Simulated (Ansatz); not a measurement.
Start from `B[SiH](F)F` and change one atom or group to get `F[SiH](F)[GeH3]`.

Ansatz, PBE0-D4/def2-TZVP geometries, multiplicity 1. 

Scalar relativity is left out up to krypton.

| property | `B[SiH](F)F` |
| --- | --- |
| LUMO energy (PBE0/def2-TZVPP) / eV | -3.07 |
| HOMO–LUMO gap (B3LYP/def2-TZVPP) / eV | 5.26 |
| size of the dipole moment (PBE/def2-TZVPP) / D | 1.71 |
| HOMO energy (PBE/def2-TZVPP) / eV | -7.37 |
| LUMO energy (ωB97M-V/def2-TZVPP) / eV | -1.06 |
| HOMO–LUMO gap (PBE0/def2-TZVPP) / eV | 5.65 |

(1) What does the change do to each property? (An estimate is asked.)

## Answers

(1) Computed: 
```
                                      property  `F[SiH](F)[GeH3]`  shift
            LUMO energy (PBE0/def2-TZVPP) / eV              -0.24   2.83
         HOMO–LUMO gap (B3LYP/def2-TZVPP) / eV               7.89   2.63
size of the dipole moment (PBE/def2-TZVPP) / D               1.44  -0.27
             HOMO energy (PBE/def2-TZVPP) / eV              -7.28   0.09
         LUMO energy (ωB97M-V/def2-TZVPP) / eV               1.58   2.64
          HOMO–LUMO gap (PBE0/def2-TZVPP) / eV               8.28   2.63
```

With PBE0 the HOMO rises by 0.20 eV and the LUMO rises by 2.83 eV, so the gap widens by about 2.63 eV. PBE moves the HOMO by 0.09 eV and ωB97M-V by 0.33 eV. The zero-point energy changes by 9.9 kJ/mol with +3 modes. Dipoles are sizes alone; their direction can turn.

B3LYP here is the variant with VWN-RPA as its local correlation; programs differ in this.
